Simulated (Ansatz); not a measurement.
| atom | x (Å) | y (Å) | z (Å) |
| --- | --- | --- | --- |
| O | 0.0000 | 0.0000 | -0.4540 |
| O | 0.0000 | 1.1456 | 0.2270 |
| O | 0.0000 | -1.1456 | 0.2270 |

Basis set: cc-pVDZ (spherical functions). Correlated methods keep 3 orbitals frozen. Charge 0, multiplicity 1.

Computed with Ansatz (development build ahead of 0.2.0); each method stands on the lowest determinant of its kind that the runs found. Restricted open shells among the atoms or ions are ROHF, correlated in semicanonical orbitals with singles.

The atomization energy at this shape (free ground-state atoms in the same class of orbitals less the molecule, no zero-point energy) of singlet O3:

```csv
method,atomization energy
RHF-MP2,134.32 kcal/mol
```

(1) What does RHF give?

## Answers

(1) -78.38 kcal/mol. Caution: in another basis set an unrestricted determinant lies well below. Caution for RHF: the molecule lies well above its atoms at this level.
